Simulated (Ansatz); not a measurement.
Compare A (`[SiH3]OC[SiH2]Cl`) with its isomer B (`O[SiH]([SiH3])CCl`).

Computed with Ansatz on PBE0-D4/def2-TZVP structures; ΔE is electronic, products minus reactants. CBS: MP2 limit from def2 TZ/QZ plus the TZ coupled-cluster correction, frozen cores. Functionals use def2-TZVPP. B3LYP here is the variant with VWN-RPA as its local correlation; programs differ in this. Each species was taken in one conformer, which may not be the lowest.

Which isomer does CCSD(T)/CBS put lower? Give the gap. (Estimate.)

The calculation gave: A, by 13.4 kcal/mol.

Give E(B) − E(A) in kcal/mol with HF/def2-TZVPP, B3LYP-D4, B3LYP, r2SCAN-D4, ωB97M-V, CCSD/def2-TZVPP, PBE-D4. (Estimate.)

The calculation gave: HF/def2-TZVPP 20.3, B3LYP-D4 14.1, B3LYP 14.8, r2SCAN-D4 12.6, ωB97M-V 14.9, CCSD/def2-TZVPP 14.7, PBE-D4 9.5. None reverses the order clearly.

Largest T1 diagnostic: 0.011.

From PBE to PBE0 (25 % exact exchange), in def2-TZVPP and without D4, E(B) − E(A) moves by +1.5 kcal/mol. The D4 term adds −0.8 kcal/mol with B3LYP and −0.4 kcal/mol with PBE0; it sums over pairs of atoms, weighted by their polarisabilities, and B3LYP, whose exchange is more repulsive, gets the larger term.
